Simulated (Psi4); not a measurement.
Psi4 input (wB97X-D/6-31G*):

```
memory 1500 MB

molecule {
0 1
C    -0.81968100    1.82906200   -0.06733100
Si   -0.61094800    0.14854400    0.70376400
C    -1.62022600   -1.17486000   -0.12825800
O     1.04299900   -0.29225800    0.70498100
C     1.74743800   -0.45730800   -0.41335900
O     1.32324300   -0.32161200   -1.53000800
H    -0.17369200    2.56576400    0.41396100
H    -0.57845700    1.79935800   -1.13026200
H    -1.85287600    2.16761200    0.04342100
H    -0.89915900    0.19594500    2.15360100
H    -1.38548100   -1.22887400   -1.19168200
H    -1.43121800   -2.15290700    0.31825500
H    -2.68598000   -0.95848300   -0.01998400
H     2.78501600   -0.73843200   -0.18609600
symmetry c1
no_reorient
no_com
}

set {
  basis 6-31G*
  reference rks
  scf_type pk
  dft_radial_points 99
  dft_spherical_points 590
  e_convergence 1e-8
  d_convergence 1e-7
  maxiter 150
}

e = energy('wb97x-d')
print_out(f'\nFINAL {e:.10f} DIPOLE {variable("CURRENT DIPOLE")[0]:.6f} {variable("CURRENT DIPOLE")[1]:.6f} {variable("CURRENT DIPOLE")[2]:.6f}\n')
```

Output:

```
   => Loading Basis Set <=

    Name: 6-31G*
    Role: ORBITAL
    Keyword: BASIS
    atoms 1, 3, 5 entry C          line   111 file 6-31gs.gbs
    atoms 2       entry SI         line   268 file 6-31gs.gbs
    atoms 4, 6    entry O          line   145 file 6-31gs.gbs
    atoms 7-14    entry H          line    44 file 6-31gs.gbs

   => WB97X-D: Empirical Dispersion <=

    Chai and Head-Gordon Dispersion Correction
    Chai, J.-D.; Head-Gordon, M. (2010), J. Chem. Phys., 132: 6615-6620

        s6 =       1.000000

         ---------------------------------------------------------
                                   SCF
               by Justin Turney, Rob Parrish, Andy Simmonett
                          and Daniel G. A. Smith
                              RKS Reference
         ---------------------------------------------------------

  ==> Geometry <==

    Molecular point group: c1
    Full point group: C1

    Geometry (in Angstrom), charge = 0, multiplicity = 1:

       Center              X                  Y                   Z               Mass
    ------------   -----------------  -----------------  -----------------  -----------------
         C           -0.819681000000     1.829062000000    -0.067331000000    12.000000000000
         SI          -0.610948000000     0.148544000000     0.703764000000    27.976926534650
         C           -1.620226000000    -1.174860000000    -0.128258000000    12.000000000000
         O            1.042999000000    -0.292258000000     0.704981000000    15.994914619570
         C            1.747438000000    -0.457308000000    -0.413359000000    12.000000000000
         O            1.323243000000    -0.321612000000    -1.530008000000    15.994914619570
         H           -0.173692000000     2.565764000000     0.413961000000     1.007825032230
         H           -0.578457000000     1.799358000000    -1.130262000000     1.007825032230
         H           -1.852876000000     2.167612000000     0.043421000000     1.007825032230
         H           -0.899159000000     0.195945000000     2.153601000000     1.007825032230
         H           -1.385481000000    -1.228874000000    -1.191682000000     1.007825032230
         H           -1.431218000000    -2.152907000000     0.318255000000     1.007825032230
         H           -2.685980000000    -0.958483000000    -0.019984000000     1.007825032230
         H            2.785016000000    -0.738432000000    -0.186096000000     1.007825032230

  Running in c1 symmetry.

  Rotational constants: A =      0.12553  B =      0.07330  C =      0.06580 [cm^-1]
  Rotational constants: A =   3763.28716  B =   2197.48480  C =   1972.56473 [MHz]
  Nuclear repulsion =  310.412889577330361

  Charge       = 0
  Multiplicity = 1
  Electrons    = 56
  Nalpha       = 28
  Nbeta        = 28

  ==> Algorithm <==

  SCF Algorithm Type is PK.
  DIIS enabled.
  MOM disabled.
  Fractional occupation disabled.
  Guess Type is SAD.
  Energy threshold   = 1.00e-08
  Density threshold  = 1.00e-07
  Integral threshold = 1.00e-12

  ==> Primary Basis <==

  Basis Set: 6-31G*
    Blend: 6-31G*
    Number of shells: 54
    Number of basis functions: 110
    Number of Cartesian functions: 110
    Spherical Harmonics?: false
    Max angular momentum: 2

  ==> DFT Potential <==

   => LibXC <=

    Version 7.1.2
    S. Lehtola, C. Steigemann, M. J. T. Oliveira, and M. A. L. Marques,  SoftwareX 7, 1–5 (2018) (10.1016/j.softx.2017.11.002)

   => Composite Functional: WB97X-D <=

    wB97X-D Hyb-GGA Exchange-Correlation Functional

    J.-D. Chai and M. Head-Gordon,  Phys. Chem. Chem. Phys. 10, 6615–6620 (2008) (10.1039/B810189B)

    Deriv               =              1
    GGA                 =           TRUE
    Meta                =          FALSE

    Exchange Hybrid     =           TRUE
    MP2 Hybrid          =          FALSE

   => Exchange-Correlation Functionals <=

    1.0000   wB97X-D range-separated functional

   => Exact (HF) Exchange <=

    0.7780            HF,LR [omega = 0.2000]
    0.2220               HF

   => LibXC Density Thresholds  <==

    XC_HYB_GGA_XC_WB97X_D:  1.00E-14

   => Molecular Quadrature <=

    Radial Scheme          =       TREUTLER
    Pruning Scheme         =           NONE
    Nuclear Scheme         =       TREUTLER

    Blocking Scheme        =         OCTREE
    BS radius alpha        =              1
    Pruning alpha          =              1
    Radial Points          =             99
    Spherical Points       =            590
    Total Points           =         766989
    Total Blocks           =           5286
    Max Points             =            256
    Max Functions          =            108
    Weights Tolerance      =       1.00E-15

  ==> Integral Setup <==

  Using in-core PK algorithm.
   Calculation information:
      Number of atoms:                  14
      Number of AO shells:              54
      Number of primitives:            134
      Number of atomic orbitals:       110
      Number of basis functions:       110

      Integral cutoff                 1.00e-12
      Number of threads:                 4

  Performing in-core PK
  Using 55915695 doubles for integral storage.
  We computed 1044839 shell quartets total.
  Whereas there are 1103355 unique shell quartets.

  Computing range-separated integrals for PK
  We computed 1044839 wK shell quartets total.
  Whereas there are 1103355 wK unique shell quartets.

  ==> DiskJK: Disk-Based J/K Matrices <==

    J tasked:                  Yes
    K tasked:                  Yes
    wK tasked:                 Yes
    Omega:               2.000E-01
    Schwarz Cutoff:          1E-12


  Cached 5.6% of DFT collocation blocks in 0.097 [GiB].

  Minimum eigenvalue in the overlap matrix is 5.0857920149E-03.
  Reciprocal condition number of the overlap matrix is 7.5677605974E-04.
    Using symmetric orthogonalization.

  ==> Pre-Iterations <==

  SCF Guess: Superposition of Atomic Densities via on-the-fly atomic UHF (no occupation information).

   -------------------------
    Irrep   Nso     Nmo
   -------------------------
     A        110     110
   -------------------------
    Total     110     110
   -------------------------

  ==> Iterations <==

                        Total Energy        Delta E     RMS |[F,P]|

   @RKS iter SAD:  -558.00395425766806   -5.58004e+02   0.00000e+00
   @RKS iter   1:  -558.73562658992307   -7.31672e-01   7.61460e-03 DIIS/ADIIS
   @RKS iter   2:  -558.76975027002334   -3.41237e-02   7.64928e-03 DIIS/ADIIS
   @RKS iter   3:  -559.03206475159277   -2.62314e-01   1.28944e-03 DIIS/ADIIS
   @RKS iter   4:  -559.03945855387894   -7.39380e-03   3.64655e-04 DIIS/ADIIS
   @RKS iter   5:  -559.03999539945721   -5.36846e-04   1.54364e-04 DIIS/ADIIS
   @RKS iter   6:  -559.04010759357084   -1.12194e-04   3.11911e-05 DIIS
   @RKS iter   7:  -559.04011378864720   -6.19508e-06   5.40170e-06 DIIS
   @RKS iter   8:  -559.04011408176984   -2.93123e-07   1.79391e-06 DIIS
   @RKS iter   9:  -559.04011411250497   -3.07351e-08   4.83687e-07 DIIS
   @RKS iter  10:  -559.04011411527893   -2.77396e-09   1.34467e-07 DIIS
   @RKS iter  11:  -559.04011411550698   -2.28056e-10   3.15474e-08 DIIS
  Energy and wave function converged.

  ==> Post-Iterations <==

   Electrons on quadrature grid:
      Ntotal   =   55.9999991455 ; deviation = -8.545e-07

    Orbital Energies [Eh]
    ---------------------

    Doubly Occupied:

       1A    -66.305661     2A    -19.304624     3A    -19.269164
       4A    -10.434676     5A    -10.280730     6A    -10.280727
       7A     -5.415805     8A     -3.762993     9A     -3.759479
      10A     -3.758642    11A     -1.198096    12A     -1.112534
      13A     -0.815787    14A     -0.786785    15A     -0.736377
      16A     -0.620115    17A     -0.571910    18A     -0.541342
      19A     -0.534243    20A     -0.507821    21A     -0.498965
      22A     -0.484925    23A     -0.481747    24A     -0.442434
      25A     -0.422338    26A     -0.398397    27A     -0.382932
      28A     -0.366327

    Virtual:

      29A      0.078967    30A      0.124598    31A      0.162488
      32A      0.166336    33A      0.198970    34A      0.212556
      35A      0.225734    36A      0.240879    37A      0.242487
      38A      0.254190    39A      0.255093    40A      0.282644
      41A      0.336401    42A      0.365289    43A      0.389533
      44A      0.426252    45A      0.450119    46A      0.471141
      47A      0.534109    48A      0.538662    49A      0.629930
      50A      0.674754    51A      0.696283    52A      0.728306
      53A      0.777146    54A      0.808618    55A      0.814767
      56A      0.817825    57A      0.830831    58A      0.849866
      59A      0.914308    60A      0.929386    61A      0.946191
      62A      0.951326    63A      0.990714    64A      0.999076
      65A      1.009379    66A      1.012779    67A      1.034190
      68A      1.074233    69A      1.083455    70A      1.133255
      71A      1.184458    72A      1.184991    73A      1.188892
      74A      1.278308    75A      1.301465    76A      1.371072
      77A      1.403372    78A      1.508745    79A      1.568048
      80A      1.580862    81A      1.693651    82A      1.764607
      83A      1.783800    84A      1.799235    85A      1.856329
      86A      1.920116    87A      1.928709    88A      1.987786
      89A      2.019207    90A      2.033176    91A      2.212691
      92A      2.252414    93A      2.326997    94A      2.342119
      95A      2.359204    96A      2.368163    97A      2.370625
      98A      2.429908    99A      2.444265   100A      2.698143
     101A      2.741962   102A      2.870709   103A      3.000314
     104A      3.110260   105A      3.137061   106A      3.930290
     107A      4.068709   108A      4.283587   109A      4.302294
     110A      4.306547

    Final Occupation by Irrep:
              A
    DOCC [    28 ]
    NA   [    28 ]
    NB   [    28 ]

  @RKS Final Energy:  -559.04011411550698

   => Energetics <=

    Nuclear Repulsion Energy =            310.4128895773303611
    One-Electron Energy =               -1384.4625039532222672
    Two-Electron Energy =                 555.3348637643105121
    DFT Exchange-Correlation Energy =     -40.3195160280296676
    Empirical Dispersion Energy =          -0.0058474758960087
    VV10 Nonlocal Energy =                  0.0000000000000000
    Total Energy =                       -559.0401141155069809

Computation Completed

Properties will be evaluated at   0.000000,   0.000000,   0.000000 [a0]

Properties computed using the SCF density matrix

 Multipole Moments:

 ------------------------------------------------------------------------------------
     Multipole            Electronic (a.u.)      Nuclear  (a.u.)        Total (a.u.)
 ------------------------------------------------------------------------------------

 L = 1.  Multiply by 2.5417464519 to convert [e a0] to [Debye]
 Dipole X            :         -0.3117170            0.0000057           -0.3117113
 Dipole Y            :          0.0749016            0.0000057            0.0749073
 Dipole Z            :          0.4025920            0.0000113            0.4026034
 Magnitude           :                                                    0.5146499

 ------------------------------------------------------------------------------------

FINAL -559.0401141155 DIPOLE -0.311711 0.074907 0.402603

*** Psi4 exiting successfully. Buy a developer a beer!
```

The geometry given is a B3LYP-D3(BJ)/def2-TZVP minimum.
